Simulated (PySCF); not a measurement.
# Correlation energy of N (nitrogen, neutral)

[He] 2s1 2p4, high-spin 4P determinant (an excited configuration). Calculation: PySCF 2.14, in ANO-RCC-VTZP; scalar relativity by spin-free X2C-1e. Frozen: 1s2; 5 electrons correlated.

| level | correlation energy (mhartree) |
| --- | --- |
| CCSD | -113.20 |
| (T) | -3.23 |
| CCSD(T) | -116.43 |
| CCSDT | -117.21 |

Diagnostics: T1 = 0.017, D1 = 0.0450, largest double amplitude 0.087.

Cost of the coupled-cluster step: roughly 0.5 core-seconds, for 5 correlated electrons.
